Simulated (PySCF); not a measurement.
C₂HCl₃, SMILES C(=C(Cl)Cl)Cl (connectivity only; charge and spin as stated), charge +1, multiplicity 2. The structure is a stationary point at B3LYP-D3(BJ)/def2-SVP. The multiplicity is an assumed one; other spin states were not compared.

Computed with B3LYP-D3(BJ)/def2-SVP in PySCF.

Harmonic wavenumbers (cm⁻¹): 150, 183, 293, 405, 471, 662, 805, 947, 1030, 1274, 1428, 3192. Rotational constants (GHz): 3.853, 1.545, 1.103; symmetry number 1.

Task: Work out the zero-point energy and the ideal-gas rigid-rotor harmonic-oscillator thermochemistry at 298.15 K and 1 atm.

Result: ZPE = ½ Σ hcν = ½ × 10841 cm⁻¹ = 15.50 kcal/mol. H − E(el) = 19.45 kcal/mol. Entropy in cal/(mol K): translation 40.53, rotation 28.28, vibration 8.91, spin 1.38, total 79.11. G − E(el) = -4.14 kcal/mol. Cp = 18.76 cal/(mol K). Modes under 150 cm⁻¹ make the vibrational entropy uncertain.
